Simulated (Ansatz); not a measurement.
Start from `CBC(N)[SiH3]` and change one atom or group to get `N[CH]([SiH3])[InH2]`.

Ansatz, PBE0-D4/def2-TZVP geometries, multiplicity 1. Each molecule was computed in one conformer, which needn't be the lowest.

Elements past krypton have def2 core potentials.

```csv
property,`CBC(N)[SiH3]`
HOMO energy (ωB97M-V/def2-TZVPP) / eV,-9.31
HOMO energy (B3LYP/def2-TZVPP) / eV,-6.73
HOMO–LUMO gap (ωB97M-V/def2-TZVPP) / eV,10.41
LUMO energy (PBE/def2-TZVPP) / eV,-1.72
HOMO energy (PBE0/def2-TZVPP) / eV,-6.96
size of the dipole moment (ωB97M-V/def2-TZVPP) / D,1.62
```

Question: What does the change do to each property? (An estimate is asked.)

Answer: Ansatz gave: 
```tsv
property	`N[CH]([SiH3])[InH2]`	shift
HOMO energy (ωB97M-V/def2-TZVPP) / eV	-8.19	1.12
HOMO energy (B3LYP/def2-TZVPP) / eV	-5.86	0.87
HOMO–LUMO gap (ωB97M-V/def2-TZVPP) / eV	7.81	-2.60
LUMO energy (PBE/def2-TZVPP) / eV	-2.53	-0.81
HOMO energy (PBE0/def2-TZVPP) / eV	-6.04	0.92
size of the dipole moment (ωB97M-V/def2-TZVPP) / D	1.08	-0.54
```

With PBE0 the HOMO rises by 0.92 eV and the LUMO falls by 1.04 eV, so the gap narrows by about 1.96 eV. PBE moves the HOMO by 0.67 eV and ωB97M-V by 1.12 eV. The zero-point energy changes by -101.5 kJ/mol with -9 modes. Dipoles are sizes alone; their direction can turn.

Positive LUMOs are unbound, so they and the gaps depend on the basis.

B3LYP here is the variant with VWN-RPA as its local correlation; programs differ in this.
